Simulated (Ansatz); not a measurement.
Consider the ligand exchange at the Si–F bond: `F[SiH](F)F` + `[SH][GeH3]` → `F[SiH](F)[S][GeH3]` + H–F.

Computed with Ansatz on PBE0-D4/def2-TZVP structures; ΔE is electronic, products minus reactants. CCSD(T)/CBS adds triple-zeta CCSD(T) − MP2 to the extrapolated MP2 energy (def2 sets, frozen cores). This one scheme is used for every species. DFT in def2-TZVPP. B3LYP here is the variant with VWN-RPA as its local correlation; programs differ in this. For Ge outer-core shells are correlated without core-valence functions, which leaves a few kJ/mol of doubt a bond. Scalar relativity is left out up to krypton. Each species was taken in one conformer, which may not be the lowest.

`F[SiH](F)F`:

Cartesian coordinates in Å:
```
F 0.986 0.724 0.967
Si -0.002 -0.039 0.010
F 0.511 0.133 -1.467
F -1.418 0.636 0.122
H -0.076 -1.454 0.368
```

`[SH][GeH3]`:

Cartesian coordinates in Å:
```
S 0.675 -1.448 -0.643
Ge 0.006 0.553 0.063
H -0.321 -2.114 -0.035
H 0.013 0.609 1.598
H -1.403 0.865 -0.465
H 1.030 1.535 -0.518
```

`F[SiH](F)[S][GeH3]`:

Cartesian coordinates in Å:
```
F -1.211 1.655 -1.075
Si -1.098 0.078 -1.209
F 0.239 -0.172 -2.030
S -1.017 -0.862 0.659
Ge 1.025 -0.173 1.294
H -2.249 -0.413 -1.982
H 1.256 1.251 0.779
H 0.984 -0.217 2.825
H 2.070 -1.146 0.738
```

H–F:

Cartesian coordinates in Å:
```
F -0.418 -0.191 0.020
H 0.418 0.191 -0.020
```

| level | ΔE (kJ/mol) | difference from CCSD(T)/CBS |
| --- | --- | --- |
| PBE-D4 | 71.8 | -12.4 |
| r2SCAN-D4 | 86.5 | 2.3 |
| PBE0-D4 | 75.1 | -9.1 |
| B3LYP-D4 | 86.2 | 2.0 |
| ωB97X-V | 86.7 | 2.5 |
| ωB97M-V | 86.3 | 2.1 |
| B2PLYP | 95.6 | 11.4 |
| PBE | 80.0 | -4.2 |
| r2SCAN | 88.5 | 4.3 |
| PBE0 | 82.3 | -1.9 |
| B3LYP | 99.6 | 15.4 |
| HF/def2-TZVPP | 114.7 | 30.5 |
| MP2/def2-TZVPP | 84.3 | 0.1 |
| SCS-MP2/def2-TZVPP | 92.4 | 8.2 |
| CCSD/def2-TZVPP | 94.4 | 10.2 |
| CCSD(T)/def2-TZVPP | 89.6 | 5.4 |
| HF/def2-QZVPP | 117.5 | 33.3 |
| MP2/def2-QZVPP | 82.2 | -2.0 |
| SCS-MP2/def2-QZVPP | 90.5 | 6.3 |
| HF/CBS(def2) | 117.9 | 33.7 |
| MP2/CBS(def2) | 78.9 | -5.3 |
| CCSD/CBS(def2) | 89.0 | 4.8 |
| CCSD(T)/CBS | 84.2 | 0 |

Largest T1 diagnostic among the species: 0.012.

In def2-TZVPP, CCSD(T) changes the Hartree–Fock value by −25.1 kJ/mol (the triples alone add −4.8 kJ/mol) and MP2 by −30.4 kJ/mol. The D4 term adds −13.4 kJ/mol with B3LYP and −7.3 kJ/mol with PBE0; it sums over pairs of atoms, weighted by their polarisabilities, and B3LYP, whose exchange is more repulsive, gets the larger term.
